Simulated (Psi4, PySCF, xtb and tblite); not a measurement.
Conformational energy of C4H8OSi, SMILES C=C/C=C\O[SiH3]. Scanned: dihedral C3–C4–O5–Si6; all other coordinates were relaxed at GFN2-xTB. Points at φ and −φ are mirror images.

Atom numbering (GFN2-xTB optimised geometry, Å):
```
14

C      2.9530     0.5264     0.1971
C      1.6512     0.4050    -0.0427
C      0.8061    -0.5763     0.5942
C     -0.5036    -0.7031     0.3568
O     -1.1658     0.0809    -0.5114
Si    -2.7245     0.1617    -0.9688
H      3.5565     1.2693    -0.2948
H      3.4593    -0.1178     0.8975
H      1.1584     1.0594    -0.7487
H      1.2656    -1.2462     1.3055
H     -1.0935    -1.4584     0.8640
H     -3.1594    -1.1139    -1.5430
H     -3.5806     0.4742     0.1781
H     -2.6228     1.2387    -1.9383
```

Computed with: PBE/def2-TZVP // GFN2-xTB (Psi4); GFN2-xTB (xtb and tblite); RKS-B3LYP/6-31G* = restricted B3LYP/6-31G*, spherical d, density fitting // GFN2-xTB (PySCF); RKS-M06-2X/6-31G* = restricted M06-2X/6-31G*, spherical d, density fitting // GFN2-xTB run with PySCF; RHF/STO-3G = restricted Hartree-Fock/STO-3G // GFN2-xTB run with PySCF 2.14.0; PBE-D3(BJ)/def2-TZVP // GFN2-xTB (Psi4).

Energies in mEh, each method relative to its own lowest point.

```csv
φ / °,PBE/def2-TZVP,GFN2-xTB,RKS-B3LYP/6-31G*,RKS-M06-2X/6-31G*,RHF/STO-3G,PBE-D3(BJ)/def2-TZVP
-150,0.4,0.9,0.2,0.2,0.4,0.3
-120,1.7,1.6,1.4,1.3,2.2,1.5
-90,2.9,1.7,2.7,1.9,4.0,2.4
-60,3.0,1.8,3.1,1.9,5.5,2.2
-30,2.7,0.4,3.3,2.1,5.7,1.8
0,2.8,0.0,3.5,2.5,6.2,1.9
30,2.7,0.4,3.3,2.1,5.7,1.8
60,3.0,1.8,3.1,1.9,5.5,2.2
90,2.9,1.7,2.7,1.9,4.0,2.4
120,1.7,1.6,1.4,1.3,2.2,1.5
150,0.4,0.9,0.2,0.2,0.4,0.3
180,0.0,0.6,0.0,0.0,0.0,0.0
```

Root-mean-square difference from the PBE-D3(BJ)/def2-TZVP profile, itself a level with limits, after the best constant shift (mEh): PBE/def2-TZVP 0.3, GFN2-xTB 0.8, RKS-B3LYP/6-31G* 0.7, RKS-M06-2X/6-31G* 0.3, RHF/STO-3G 1.6.
